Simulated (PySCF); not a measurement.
SMILES O[SiH2][CH2][GeH3] (CH₈GeOSi) (GFN2-xTB optimised geometry):

```
12

O      1.793    -1.939    -0.023
Si     1.418    -0.355     0.000
C     -0.473    -0.355     0.000
Ge    -1.194     1.463     0.000
H      2.695    -2.243    -0.026
H      1.959     0.279     1.206
H      1.959     0.313    -1.187
H     -0.843    -0.889    -0.875
H     -0.844    -0.889     0.874
H     -0.761     2.240     1.203
H     -0.751     2.243    -1.197
H     -2.695     1.475    -0.006
```

Computed with PBE0/def2-TZVP in PySCF.

Q: What are the frontier orbital energies and the dipole moment?

A: HOMO-2 -9.19 eV, HOMO-1 -8.63 eV, HOMO -8.49 eV, LUMO 0.20 eV, LUMO+1 0.80 eV; dipole moment 1.22 D.

Meta-Löwdin charges at PBE0/def2-TZVP: O1 -0.77, Si2 0.89, C3 -0.66, Ge4 0.35, H5 0.35, H6 -0.13, H7 -0.13, H8 0.14, H9 0.14, H10 -0.07, H11 -0.07, H12 -0.06.
